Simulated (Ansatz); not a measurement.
`[CH3][InH][C]#N` + `C=C=CO` → `C=C=C[O][InH][CH3]` + `C#N` at 700 K and 1 bar (ligand exchange at the In–C bond).

Calculated with Ansatz (gas phase, PBE0-D4/def2-TZVP geometries, no zero-point term in ΔE). CCSD(T)/CBS adds triple-zeta CCSD(T) − MP2 to the extrapolated MP2 energy (def2 sets, frozen cores). This one scheme is used for every species. def2 core potentials past Kr. For In outer-core shells are correlated without core-valence functions, which leaves a few kJ/mol of doubt a bond. Each species was taken in one conformer, which may not be the lowest.

| species | CCSD(T)/CBS energy (Eh) | H − E (kJ/mol) | S (J/(mol·K)) |
| --- | --- | --- | --- |
| `[CH3][InH][C]#N` | -323.00069 | 195.2 | 449.5 |
| `C=C=CO` | -191.65809 | 214.7 | 362.1 |
| `C=C=C[O][InH][CH3]` | -421.34368 | 339.4 | 556.3 |
| `C#N` | -93.32098 | 68.7 | 235.2 |

H − E and S are ideal-gas, rigid-rotor, harmonic terms from PBE0-D4/def2-TZVP, for one conformer and one mirror image of each species. 1 Eh = 2625.50 kJ/mol, R = 8.31446 J/(mol·K).

**Question.** By hand: ΔE, ΔH, ΔS and ΔG.

**Answer.** ΔE = (-421.34368) + (-93.32098) − (-323.00069) − (-191.65809) = -0.00588 Eh = -15.4 kJ/mol. Δ(H − E) = 339.4 + 68.7 − 195.2 − 214.7 = -1.8, so ΔH = -17.2 kJ/mol. ΔS = 556.3 + 235.2 − 449.5 − 362.1 = -20.1 J/(mol·K). ΔG = -17.2 − 700 × (-20.1)/1000 = -3.1 kJ/mol.

**Question.** By hand: the equilibrium constant, and the temperature at which ΔG would vanish if ΔH and ΔS stayed fixed.

**Answer.** log₁₀ K = −ΔG/(RT ln 10) = 0.2. ΔG = 0 at ΔH/ΔS = 856 K.

TΔS isn't small against ΔH here. The sign of ΔG lies within the doubt. A doubt of 5 kJ/mol in ΔE shifts log₁₀ K by 0.4 here. Other conformers and mirror images would add mixing entropy, several J/(mol·K) or more a flexible species. Modes under 60 cm⁻¹, often nearly free rotors, make the harmonic entropy too high. These are equilibria of isolated gas molecules and say nothing of rates. Largest T1 diagnostic: 0.015 (customary marks: 0.02 for closed shells, 0.045 for open ones).
